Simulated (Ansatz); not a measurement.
The cluster GeCl₂⁻. The state is a quartet with charge -1. Geometry PBE-D4/def2-TZVPD; atoms count from 1.

```xyz
3

Ge    0.000    0.001   -0.004
Cl   -1.083    2.088    0.389
Cl    1.083   -2.088   -0.385
```

At PBE0-D4/def2-TZVPD a doublet of charge -1 lies 2.74 eV below the quartet, each at its own geometry. The structure comes from a short search, and lower isomers may exist.

Estimate the Mulliken populations from the PBE0/def2-TZVPD orbitals of Ansatz.


```csv
atom,charge (e),spin (α − β)
Ge1,0.02,2.36
Cl2,-0.51,0.32
Cl3,-0.51,0.32
```
Mulliken values and Mayer orders depend strongly on the basis. With diffuse functions, as here, like atoms can get unlike values, and bond orders can come out too low or too high.

Where does the spin sit?

Summed by element: Ge 2.36, Cl 0.64, of 3 unpaired in all. Largest on single atoms: Ge1 2.36, Cl3 0.32, Cl2 0.32.

And the Mayer bond orders between bonded heavy atoms (over 0.3)?

Ge1–Cl2 0.73 (2.38 Å); Ge1–Cl3 0.73 (2.38 Å).
